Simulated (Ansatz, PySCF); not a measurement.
Gas-phase reaction (SMILES): CO[Si](Cl)(OC)OC + N (NH3) → CO[Si](N)(OC)OC + Cl (HCl); ammonia cleaves one Si-Cl bond, a model of a ligand-exchange step.

Geometries: B3LYP-D3(BJ)/def2-TZVP minima from Ansatz (a program for electronic structure), one conformer each, not searched for the lowest. Cores are frozen in the correlated levels unless marked. Spin-orbit coupling is left out. No relativistic terms. CBS(X,Y): correlation extrapolated as X^-3; Hartree-Fock from the larger set. [CCSD(T)-MP2]/basis is that difference in the basis named. Thermal terms are rigid-rotor harmonic-oscillator values from B3LYP-D3(BJ) frequencies (Ansatz or PySCF) at 298.15 K and 1 atm. 1 Eh = 627.5095 kcal/mol.

| species | E, RI-MP2/CBS(cc-pV(T+d)Z,cc-pV(Q+d)Z)+[CCSD(T)-MP2]/cc-pV(T+d)Z (Ansatz) (Eh) | E, B3LYP-D3(BJ)/def2-TZVPD (Ansatz + dftd3) (Eh) | H - E (Eh) |
|---|---|---|---|
| CO[Si](Cl)(OC)OC | -1094.11907 | -1095.51684 | 0.14346 |
| N (NH3) | -56.50668 | -56.58902 | 0.03799 |
| CO[Si](N)(OC)OC | -690.23005 | -691.24975 | 0.16809 |
| Cl (HCl) | -460.37804 | -460.83744 | 0.01000 |

Question: Work out ΔE and ΔH at 298.15 K at the first level, then ΔH at the second.

Answer: 
1. ΔE = [(-690.23005) + (-460.37804)] - [(-1094.11907) + (-56.50668)] = 0.01766 Eh = 11.1 kcal/mol at RI-MP2/CBS(cc-pV(T+d)Z,cc-pV(Q+d)Z)+[CCSD(T)-MP2]/cc-pV(T+d)Z.
2. The terms H - E add up to -0.00336 Eh, so ΔH = (0.01766 + (-0.00336))×627.5095 = 9.0 kcal/mol.
3. At B3LYP-D3(BJ)/def2-TZVPD the same steps give ΔE = 11.7 and ΔH = 9.6 kcal/mol, a shift of +0.6 from the first level.
4. These values are not checked against measurement here, since the tables used lack a sound gas-phase enthalpy of formation for at least one species.
